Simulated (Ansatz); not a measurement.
Consider the redistribution: `CO[SiH2]S[SiH2]Cl` + `[NH2][Cd][OH]` → `O[SiH2]S[SiH2]Cl` + `C[O][Cd][NH2]`.

Isolated molecules relaxed with PBE0-D4/def2-TZVP in Ansatz; ΔE leaves out vibrations. CCSD(T)/CBS adds triple-zeta CCSD(T) − MP2 to the extrapolated MP2 energy (def2 sets, frozen cores). DFT in def2-TZVPP. B3LYP here is the variant with VWN-RPA as its local correlation; programs differ in this. def2 core potentials past Kr. For Cd outer-core shells are correlated without core-valence functions, which leaves a few kJ/mol of doubt a bond. Each species was taken in one conformer, which may not be the lowest.

```json
{"level": "PBE-D4", "ΔE (kJ/mol)": "4.3", "difference from CCSD(T)/CBS": "-4.1"}
{"level": "r2SCAN-D4", "ΔE (kJ/mol)": "3.4", "difference from CCSD(T)/CBS": "-5.0"}
{"level": "PBE0-D4", "ΔE (kJ/mol)": "4.7", "difference from CCSD(T)/CBS": "-3.7"}
{"level": "B3LYP-D4", "ΔE (kJ/mol)": "6.9", "difference from CCSD(T)/CBS": "-1.5"}
{"level": "ωB97X-V", "ΔE (kJ/mol)": "6.0", "difference from CCSD(T)/CBS": "-2.4"}
{"level": "ωB97M-V", "ΔE (kJ/mol)": "6.0", "difference from CCSD(T)/CBS": "-2.4"}
{"level": "B2PLYP", "ΔE (kJ/mol)": "3.5", "difference from CCSD(T)/CBS": "-4.9"}
{"level": "PBE", "ΔE (kJ/mol)": "0.4", "difference from CCSD(T)/CBS": "-8.0"}
{"level": "r2SCAN", "ΔE (kJ/mol)": "2.0", "difference from CCSD(T)/CBS": "-6.4"}
{"level": "PBE0", "ΔE (kJ/mol)": "1.0", "difference from CCSD(T)/CBS": "-7.4"}
{"level": "B3LYP", "ΔE (kJ/mol)": "1.0", "difference from CCSD(T)/CBS": "-7.4"}
{"level": "HF/def2-TZVPP", "ΔE (kJ/mol)": "0.1", "difference from CCSD(T)/CBS": "-8.3"}
{"level": "MP2/def2-TZVPP", "ΔE (kJ/mol)": "7.4", "difference from CCSD(T)/CBS": "-1.0"}
{"level": "SCS-MP2/def2-TZVPP", "ΔE (kJ/mol)": "6.5", "difference from CCSD(T)/CBS": "-1.9"}
{"level": "CCSD/def2-TZVPP", "ΔE (kJ/mol)": "5.1", "difference from CCSD(T)/CBS": "-3.3"}
{"level": "CCSD(T)/def2-TZVPP", "ΔE (kJ/mol)": "5.6", "difference from CCSD(T)/CBS": "-2.8"}
{"level": "HF/def2-QZVPP", "ΔE (kJ/mol)": "1.3", "difference from CCSD(T)/CBS": "-7.1"}
{"level": "MP2/def2-QZVPP", "ΔE (kJ/mol)": "9.5", "difference from CCSD(T)/CBS": "1.1"}
{"level": "SCS-MP2/def2-QZVPP", "ΔE (kJ/mol)": "8.4", "difference from CCSD(T)/CBS": "0.0"}
{"level": "HF/CBS(def2)", "ΔE (kJ/mol)": "1.4", "difference from CCSD(T)/CBS": "-7.0"}
{"level": "MP2/CBS(def2)", "ΔE (kJ/mol)": "10.3", "difference from CCSD(T)/CBS": "1.9"}
{"level": "CCSD/CBS(def2)", "ΔE (kJ/mol)": "7.9", "difference from CCSD(T)/CBS": "-0.5"}
{"level": "CCSD(T)/CBS", "ΔE (kJ/mol)": "8.4", "difference from CCSD(T)/CBS": "0"}
```

Largest T1 diagnostic among the species: 0.016.

The D4 term adds +5.9 kJ/mol with B3LYP and +3.7 kJ/mol with PBE0; it sums over pairs of atoms, weighted by their polarisabilities, and B3LYP, whose exchange is more repulsive, gets the larger term. In def2-TZVPP, CCSD(T) changes the Hartree–Fock value by +5.5 kJ/mol (the triples alone add +0.5 kJ/mol) and MP2 by +7.4 kJ/mol.
